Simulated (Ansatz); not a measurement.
Ansatz (a program for electronic structure) job for CH5FN2Si2, SMILES F[Si@@H]1C=N[SiH2]N1, PBE-D3(BJ)/def2-SVP. 

Ansatz 0.2 input:
```yaml
crystal:
  periodic: [false, false, false]
  atoms:
    - {symbol: F, position_ang: [-2.02528509, 1.21164129, -0.31659005]}
    - {symbol: Si, position_ang: [-1.02283713, -0.04168821, -0.60914437]}
    - {symbol: C, position_ang: [-0.56583966, -0.93300659, 1.02022733]}
    - {symbol: N, position_ang: [0.66446803, -0.89176542, 1.38468542]}
    - {symbol: Si, position_ang: [1.72786776, -0.02611600, 0.25726594]}
    - {symbol: N, position_ang: [0.58642028, 0.43996715, -0.98802953]}
    - {symbol: H, position_ang: [-1.71252593, -0.82504016, -1.66785030]}
    - {symbol: H, position_ang: [-1.29486732, -1.45638295, 1.67476347]}
    - {symbol: H, position_ang: [2.36877416, 1.11976503, 0.96152601]}
    - {symbol: H, position_ang: [2.79073847, -0.94423043, -0.24065635]}
    - {symbol: H, position_ang: [0.84383713, 0.91100329, -1.85012943]}
basis:
  gaussian:
    orbitals: def2-SVP
hamiltonian:
  xc: pbe
  dispersion: d3bj
relax: {f_tol: 0.002, max_steps: 200}
```

Log of the run:

```
WARN ansatz: RAYON_NUM_THREADS=1 ignored (pool sized by the plan → 1); use --threads N
Functional definition: PBE
integrals: 0.06 GiB planned
1332 factors; their error is unknown
mean field: 0.35 GiB planned
mean field evaluation 1: about -22534.6525 eV, gradient 7.9e1 eV
mean field evaluation 2: about -22493.4666 eV, gradient 1.5e2 eV
mean field evaluation 4: about -22546.5248 eV, gradient 2.0e1 eV
mean field evaluation 8: about -22547.4282 eV, gradient 1.5e-1 eV
mean field evaluation 16: about -22547.3265 eV, gradient 1.8e-3 eV
mean field -22547.32646894 eV, -828.5989646068 hartree, gradient 4.3e-5 eV, S^2 0.000000; 0 other end points of the search recorded, 0 dependent functions left out
the calculation of the forces begins
reference -22547.32650607 eV, -828.5989659713 hartree; 31, 31 occupied and 86, 86 virtual orbitals, 1332 factors
relax step   1: F+E_penalty+E_count = -22547.62556617 eV  Δ(F+E_penalty+E_count) = +0.000e0 eV  max|allowed force component| = 3.641e-1 eV/Å  Δτ_max = 0.0000 Å  (30 SCF iters, accepted)
these checks for a lower state are left out or cut short: starts, cluster_reference, orbital_swaps, neighbouring_geometries, increment
integrals: 0.06 GiB planned
1332 factors; their error is unknown
mean field: 0.35 GiB planned
mean field -22547.34098355 eV, -828.5994980088 hartree, gradient 1.9e-5 eV, S^2 0.000000; 0 other end points of the search recorded, 0 dependent functions left out
the calculation of the forces begins
reference -22547.34102079 eV, -828.5994993774 hartree; 31, 31 occupied and 86, 86 virtual orbitals, 1332 factors
relax step   2: F+E_penalty+E_count = -22547.63918956 eV  Δ(F+E_penalty+E_count) = -1.362e-2 eV  max|allowed force component| = 2.021e-1 eV/Å  Δτ_max = 0.0120 Å  (32 SCF iters, accepted)
these checks for a lower state are left out or cut short: starts, cluster_reference, orbital_swaps, neighbouring_geometries, increment
integrals: 0.06 GiB planned
1332 factors; their error is unknown
mean field: 0.35 GiB planned
mean field evaluation 32: about -22547.3447 eV, gradient 1.5e-3 eV
mean field -22547.34466955 eV, -828.5996334670 hartree, gradient 1.9e-5 eV, S^2 0.000000; 0 other end points of the search recorded, 0 dependent functions left out
the calculation of the forces begins
reference -22547.34470683 eV, -828.5996348368 hartree; 31, 31 occupied and 86, 86 virtual orbitals, 1332 factors
relax step   3: F+E_penalty+E_count = -22547.64225476 eV  Δ(F+E_penalty+E_count) = -3.065e-3 eV  max|allowed force component| = 3.155e-2 eV/Å  Δτ_max = 0.0089 Å  (32 SCF iters, accepted)
these checks for a lower state are left out or cut short: starts, cluster_reference, orbital_swaps, neighbouring_geometries, increment
integrals: 0.06 GiB planned
1332 factors; their error is unknown
mean field: 0.35 GiB planned
mean field -22547.34469039 eV, -828.5996342326 hartree, gradient 1.9e-5 eV, S^2 0.000000; 0 other end points of the search recorded, 0 dependent functions left out
the calculation of the forces begins
reference -22547.34472764 eV, -828.5996356017 hartree; 31, 31 occupied and 86, 86 virtual orbitals, 1332 factors
relax step   4: F+E_penalty+E_count = -22547.64225711 eV  Δ(F+E_penalty+E_count) = -2.348e-6 eV  max|allowed force component| = 3.562e-2 eV/Å  Δτ_max = 0.0049 Å  (32 SCF iters, accepted)
these checks for a lower state are left out or cut short: starts, cluster_reference, orbital_swaps, neighbouring_geometries, increment
integrals: 0.06 GiB planned
1332 factors; their error is unknown
mean field: 0.35 GiB planned
mean field -22547.34476342 eV, -828.5996369167 hartree, gradient 1.4e-5 eV, S^2 0.000000; 0 other end points of the search recorded, 0 dependent functions left out
the calculation of the forces begins
reference -22547.34480069 eV, -828.5996382860 hartree; 31, 31 occupied and 86, 86 virtual orbitals, 1332 factors
relax step   5: F+E_penalty+E_count = -22547.64233724 eV  Δ(F+E_penalty+E_count) = -8.013e-5 eV  max|allowed force component| = 2.886e-3 eV/Å  Δτ_max = 0.0029 Å  (24 SCF iters, accepted)
these checks for a lower state are left out or cut short: starts, cluster_reference, orbital_swaps, neighbouring_geometries, increment
integrals: 0.06 GiB planned
1332 factors; their error is unknown
mean field: 0.35 GiB planned
mean field -22547.34475951 eV, -828.5996367726 hartree, gradient 4.4e-5 eV, S^2 0.000000; 0 other end points of the search recorded, 0 dependent functions left out
the calculation of the forces begins
reference -22547.34479677 eV, -828.5996381419 hartree; 31, 31 occupied and 86, 86 virtual orbitals, 1332 factors
relax step   6: F+E_penalty+E_count = -22547.64234088 eV  Δ(F+E_penalty+E_count) = -3.641e-6 eV  max|allowed force component| = 1.477e-3 eV/Å  Δτ_max = 0.0006 Å  (21 SCF iters, accepted)
integrals: 0.06 GiB planned
1332 factors; their error is unknown
mean field: 0.35 GiB planned
mean field evaluation 64: about -22547.3446 eV, gradient 2.5e-1 eV
mean field -22547.34475951 eV, -828.5996367726 hartree, gradient 4.4e-5 eV, S^2 0.000000; 1 other end points of the search recorded, 0 dependent functions left out
the calculation of the forces begins
reference -22547.34479677 eV, -828.5996381419 hartree; 31, 31 occupied and 86, 86 virtual orbitals, 1332 factors
Total energy: -22547.64237814 eV, -828.6105740556 hartree
Atom 0 at    -2.038091     1.225115    -0.313523 Å, force     0.000767    -0.000467     0.000571 eV/Å
Atom 1 at    -1.030107    -0.041907    -0.608690 Å, force     0.000034    -0.000352     0.000011 eV/Å
Atom 2 at    -0.564611    -0.938661     1.026574 Å, force     0.000192     0.000400    -0.001130 eV/Å
Atom 3 at     0.669722    -0.898928     1.398204 Å, force    -0.000240    -0.000302     0.001107 eV/Å
Atom 4 at     1.735040    -0.023623     0.258666 Å, force    -0.000654    -0.000021    -0.001353 eV/Å
Atom 5 at     0.589055     0.440506    -0.997455 Å, force     0.001477    -0.000193     0.000945 eV/Å
Atom 6 at    -1.726836    -0.824755    -1.680582 Å, force    -0.000376     0.000717     0.000113 eV/Å
Atom 7 at    -1.303961    -1.465019     1.678674 Å, force    -0.000096     0.000281    -0.000227 eV/Å
Atom 8 at     2.376955     1.131180     0.972391 Å, force    -0.000671     0.000060     0.000142 eV/Å
Atom 9 at     2.807941    -0.948754    -0.239701 Å, force     0.000353     0.000567     0.000235 eV/Å
Atom 10 at     0.845644     0.908993    -1.868491 Å, force    -0.000786    -0.000689    -0.000415 eV/Å
Dipole moment:     0.132682    -0.018311    -0.391113 e Å
```

Self-consistency was reached.

Cost: roughly 29 core-seconds.
